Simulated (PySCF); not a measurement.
# HSn(OH) + Br₂ → SnBr₂ + H₂O

Level: PBE0 in the def2-TZVP basis family, computed in PySCF with density fitting; scalar-relativistic core potentials for atoms from Rb on, none lighter, no spin–orbit coupling; open shells unrestricted.

| species | state and structure | E (Eh) | ZPE (kJ/mol) | H(298 K) − H(0) (kJ/mol) | S° (J/(mol K)) |
| --- | --- | --- | --- | --- | --- |
| HSn(OH) | singlet, Cs, O–H 0.960 Å, Sn–H 1.795 Å, Sn–O 1.981 Å; H–O–Sn 114.3°, H–Sn–O 94.2° | -290.68742 | 48.3 | 11.5 | 266.1 |
| Br₂ | singlet, D∞h, Br–Br 2.281 Å | -5147.70672 | 2.0 | 9.7 | 244.8 |
| SnBr₂ | singlet, C2v, Sn–Br 2.519 Å (×2); Br–Sn–Br 99.5° | -5362.14718 | 3.4 | 14.6 | 328.7 |
| H₂O | singlet, C2v, O–H 0.960 Å (×2); H–O–H 105.1° | -76.37736 | 56.5 | 9.9 | 188.7 |

(1) What is the electronic reaction energy?

(2) Add zero-point, thermal and entropy terms for 298.15 K and 1 bar.

## Answers

(1) At PBE0/def2-TZVP, ΔE = -342.4 kJ/mol from the differences of the total energies times 2625.5, downhill. 

(2) ΔZPE = 9.6 and Δ[H(298) − H(0)] = 3.3 kJ/mol give ΔH° = -329.5 kJ/mol. ΔS° = 6.5 J/(mol K), so ΔG° = -329.5 − 298.15 × (0.0065) = -331 kJ/mol.

Each species is the lowest minimum found with this bonding; other isomers or fragments can lie lower.
